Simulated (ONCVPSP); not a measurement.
**Before and after: ONCV potential for titanium (Ti)**

ONCVPSP 4.0.1 input, shortened (lines: element, Z, core and valence counts, functional; n l f; lmax; l rc ep ncon nbas qcut; lloc lpopt rc5 dvloc0; l nproj debl; icmod fcfact rcfact), revPBE, scalar-relativistic:

```
  Ti 22.00    5    2  -102130      upf
    1    0    2.00
    2    0    2.00
    2    1    6.00
    3    0    2.00
    3    1    6.00
    3    2    2.00
    4    0    2.00
    2
    0    3.30    0.00    5    8    2.60
    1    3.10    0.02    4    8    2.30
    2    2.40    0.00    4    8    7.90
    4    5    2.00    2.00
    0    2    0.80
    1    2    3.90
    2    2    0.40
    1    0.45    0.00
```

In the p channel the program set the typed energies aside and used 0.050, 3.950 Ha.

Change: s: qcut 2.3; p: qcut 2.1; d: qcut 7.1.

Cutoffs: the cutoffs (Ha) at which the residual kinetic energy of the hardest occupied pseudo-wave falls to 1 and 0.1 mHa per electron; they do not see the model core or the augmentation charge, which bear on the density cutoff. Errors are all-electron minus pseudo energies relative to the spin-unpolarised reference configuration.

**Question.** What does the change do?

**Answer.** The potential gets softer (20 Ha and 23 Ha → 18 Ha and 20 Ha); a bound ghost appears in p, which as a rule spoils a file; of the 4 tests that both files solve, the error grows in 0 and shrinks in 1 by more than 15 % and 0.3 meV (median size 65.6 → 43.8 meV).

| quantity | base | changed |
| --- | --- | --- |
| cutoff, loose | 20 Ha | 18 Ha |
| cutoff, tight | 23 Ha | 20 Ha |
| loose cutoff by channel | s 2.5 Ha, d 20 Ha | s 2.5 Ha, d 18 Ha |
| bound ghosts | none | p |
| GHOST(+) flags under 300 eV | s at 62.5 eV, p at 138.1 eV | s at 62.2 eV, p at 95.0 eV |
| error for 3d2 4s1, meV [ΔE 7.28 eV] | -3.9 | -3.5 |
| error for 3d2 4s0, meV [ΔE 20.71 eV] | -20 | -21 |
| error for 3d1 4s0, meV [ΔE 47.57 eV] | -125 | -113 |
| error for 3d3 4s0, meV [ΔE 7.29 eV] | -112 | -66 |
| s: phases at 3.34 bohr within 0.05 rad from the reference energy up to (Ha; the scan ends near 5) | 1.2 | 1.2 |
| p: phases at 3.15 bohr within 0.05 rad from the reference energy up to (Ha; the scan ends near 5) | n/a | n/a |
| d: phases at 2.43 bohr within 0.05 rad from the reference energy up to (Ha; the scan ends near 5) | 3.6 | 3.5 |
| rms error of d²Exc/dni dnj with the model core, mHa | 5.97 | 5.80 |

 A true bound ghost makes a file unfit for plane-wave use even where its test errors are small: the radial tests pick states by their node count and pass the ghost by.
